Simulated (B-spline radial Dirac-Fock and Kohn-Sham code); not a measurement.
How the levels of lutetium move as electrons are removed

Level of theory: Dirac-Fock (average of configuration) total-energy differences with a finite nucleus, the Breit interaction including its frequency dependence, and self-energy and vacuum-polarisation corrections; a radial atomic solver. Each ion is free and in its tabulated ground configuration. Electron correlation is not included.

Reference: Lu³²⁺, [Kr] 4d3, with 2s 12169.5 eV, 2p1/2 11642.0 eV, 3p1/2 3529.6 eV, 3d5/2 2851.5 eV, 4s 1618.3 eV. Shifts from it, in eV (a dash: the subshell is empty, belongs to an open shell averaged over j, or its hole state is left out as unreliable):

| ion | configuration | 2s | 2p1/2 | 3p1/2 | 3d5/2 | 4s |
| --- | --- | --- | --- | --- | --- | --- |
| Lu³³⁺ | [Kr] 4d2 | +69.1 | +69.6 | +63.2 | +63.3 | +50.3 |
| Lu³⁴⁺ | [Kr] 4d1 | +139.4 | +140.3 | +127.2 | +127.6 | +101.1 |
| Lu³⁵⁺ | [Ar] 3d10 4s2 4p6 | +210.8 | +212.1 | +192.2 | +192.8 | +152.5 |
| Lu³⁶⁺ | [Ar] 3d10 4s2 4p5 | +282.9 | +285.0 | +256.8 | +258.4 | +200.9 |
| Lu³⁷⁺ | [Ar] 3d10 4s2 4p4 | +355.9 | +358.8 | +322.1 | +324.8 | +249.7 |
| Lu³⁸⁺ | [Ar] 3d10 4s2 4p3 | +429.7 | – | – | +391.9 | +299.0 |
| Lu³⁹⁺ | [Ar] 3d10 4s2 4p2 | +504.4 | +509.0 | +454.6 | +459.6 | +348.6 |
| Lu⁴⁰⁺ | [Ar] 3d10 4s2 4p1 | +580.0 | +585.6 | +522.0 | +528.1 | +398.7 |
| Lu⁴¹⁺ | [Ar] 3d10 4s2 | +656.5 | +663.0 | +589.9 | +597.2 | +449.2 |

Values without a named source are computed, but for edge energies of neutral atoms, which are taken from tables.
